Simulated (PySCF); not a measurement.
**Bond length, frequency and bond energy of SnCl by level of theory**

State: ²Π (doublet), unpaired electrons π ↑. Set-up: basis Sn def2-TZVPP with ECP28, Cl def2-TZVPP; scalar-relativistic core potentials; PySCF 2.14. De refers to Sn + Cl in their high-spin ground configurations, without counterpoise correction. The functionals are run spin-unrestricted. A positive dipole means Sn(−)Cl(+).

```csv
Level,Re (Å),ωe (cm⁻¹),De (eV),μ (D),"CPU s a point (SCF and correlation, without the integrals)"
UHF,2.382,347,2.64,-3.00,2.1
UHF-MP2,2.357,360,3.88,n/a,3
UHF-SCS-MP2,2.368,353,3.76,n/a,n/a
UHF-CCSD,2.365,356,3.61,n/a,n/a
UHF-CCSD(T),2.366,355,3.74,n/a,64
PBE,2.390,336,4.12,-2.51,1.6
TPSS,2.387,338,4.04,-2.56,1.5
r²SCAN,2.370,349,4.04,-2.50,1.4
B3LYP,2.394,336,3.89,-2.77,2.2
PBE0,2.368,350,3.95,-2.61,3
r²SCAN0,2.358,357,3.88,-2.60,4.6
M06,2.379,348,4.32,-2.74,1.9
ωB97M-V,2.366,353,3.98,-2.71,6.6
```

Question: Which functional lies closest to UHF-CCSD(T) in De, which farthest, and by how much do they differ from it?

Answer: Closest is r²SCAN0 (-0.8 pm in Re, +0.6 % in ωe, +0.14 eV in De against UHF-CCSD(T) in the same basis), farthest M06 (+1.3 pm in Re, -2.0 % in ωe, +0.58 eV in De). CCSD(T) converges more slowly with the basis than the functionals do and binds too weakly in this one, so the order can change at the basis-set limit.

Question: What does a quarter of exact exchange do here, going from PBE to PBE0?

Answer: PBE0 less PBE: -2.2 pm in Re, +4.2 % in ωe, -0.17 eV in De. Exact exchange removes part of the self-interaction that spreads semilocal densities, and in most molecules shortens and stiffens the bond and lowers De; so it does here.

Question: What does the step from GGA to meta-GGA do here, going from PBE to r²SCAN?

Answer: r²SCAN less PBE: -2.0 pm in Re, +3.9 % in ωe, -0.08 eV in De. 

Correlated steps freeze 9 core orbitals. These are scalar-relativistic numbers at best; spin–orbit coupling would shift them, the dissociation energy most. The state is the lowest determinant that a PBE0 search found; another state may lie lower at other levels.

The whole job (state search and all levels along the bond) took about 14 min on 1 thread of Intel Xeon Platinum 8488C (shared host), peak memory 2.8 GiB.
